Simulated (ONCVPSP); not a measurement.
**lutetium: what ONCVPSP 4.0.1 does with a changed input**

Command:

```bash
oncvpsp.x < Lu.dat > Lu.out
```

Input:

```
# ATOM AND REFERENCE CONFIGURATION
# atsym  z   nc   nv     iexc    psfile
  Lu 71.00    9    3  -116133      upf
#
#   n    l    f
    1    0    2.00
    2    0    2.00
    2    1    6.00
    3    0    2.00
    3    1    6.00
    3    2   10.00
    4    0    2.00
    4    1    6.00
    4    2   10.00
    4    3   14.00
    5    0    2.00
    5    1    0.00
#
# PSEUDOPOTENTIAL AND OPTIMIZATION
# lmax
    3
#
#   l,   rc,      ep,       ncon, nbas, qcut
    0    1.60    0.00    3    7    6.70
    1    2.20    0.00    3    6    5.30
    2    2.35    0.22    4    8    4.10
    3    0.70    0.00    4    8   22.60
#
# LOCAL POTENTIAL
# lloc, lpopt,  rc(5),   dvloc0
    4    5    0.45    0.00
#
# VANDERBILT-KLEINMAN-BYLANDER PROJECTORs
# l, nproj, debl
    0    2    2.80
    1    2    2.70
    2    2    1.00
    3    1    1.60
#
# MODEL CORE CHARGE
# icmod, fcfact, rcfact
    3    4.25    1.50
#
# LOG DERIVATIVE ANALYSIS
# epsh1, epsh2, depsh
   -5.00    5.00    0.04
#
# OUTPUT GRID
# rlmax, drl
    6.00    0.01
#
# TEST CONFIGURATIONS
# ncnf
    4
# nvcnf
#   n    l    f
    5
    4    3   14.00
    5    0    2.00
    5    1    6.00
    5    2    1.00
    6    0    2.00
#
    5
    4    3   14.00
    5    0    2.00
    5    1    6.00
    5    2    1.00
    6    0    1.00
#
    4
    4    3   14.00
    5    0    2.00
    5    1    6.00
    5    2    1.00
#
    4
    4    3   14.00
    5    0    2.00
    5    1    6.00
    6    0    2.00
#
```

This is an input that runs to its end, with one change: occupation of the last valence shell set to 0.00. The unchanged file is no sound one. Note: ghosts flagged at negative energy: s at -1743.8 eV, p at -828.8 eV, d at -375.5 eV, s at -80.8 eV; no localised positive-energy state flagged. A true bound ghost makes a file unfit for plane-wave use.

Problem. How does the run end?

Solution. The program refuses the input: "test_data: f <= 0.0, reference configuration line 12".

```
ONCVPSP  (Optimized Norm-Conservinng Vanderbilt PSeudopotential)
scalar-relativistic version 4.0.1

test_data: f <= 0.0, reference configuration line  12
ERROR: test_data found   1 ERROR; stopping
```
